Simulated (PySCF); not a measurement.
Which level of theory gave which numbers?

C4H5BF2.
SMILES: `FB(F)C1=CCC1`

The closed-shell ground state was solved 5 times with PySCF (density fitting, gas phase), always in the pcSseg-1 basis (144 functions), with these functionals: B97-2, BP86, HF, LC-wPBE and mPW1PW91. Isolated species at its PBE0-D3(BJ)/def2-SVP geometry, gas phase.

| row | total energy (Eh) | HOMO (eV) | LUMO (eV) | dipole (D) |
| --- | --- | --- | --- | --- |
| P | -379.8914 | -7.57 | -1.39 | 2.46 |
| Q | -379.9231 | -7.84 | -1.38 | 2.49 |
| R | -380.0092 | -6.78 | -2.35 | 2.36 |
| S | -377.9745 | -10.15 | 2.42 | 2.72 |
| T | -379.7816 | -10.46 | 0.94 | 2.38 |

Problem. Which functional belongs to which row?

Solution. P = B97-2, Q = mPW1PW91, R = BP86, S = HF, T = LC-wPBE. By rising HOMO–LUMO gap: BP86 (GGA) 4.43 eV; B97-2 (global hybrid, 21 % exact exchange) 6.18 eV; mPW1PW91 (global hybrid, 25 % exact exchange) 6.46 eV; LC-wPBE (range-separated hybrid) 11.40 eV; HF (all exact exchange) 12.57 eV. Total energies of different functionals aren't bounds to one another; each is stationary for its own functional.

Conformer computed: `[F:1][B:2]([F:3])[C:4]1=[CH:5][CH2:6][CH2:7]1`: F1–B2–C4–C5 -1°.
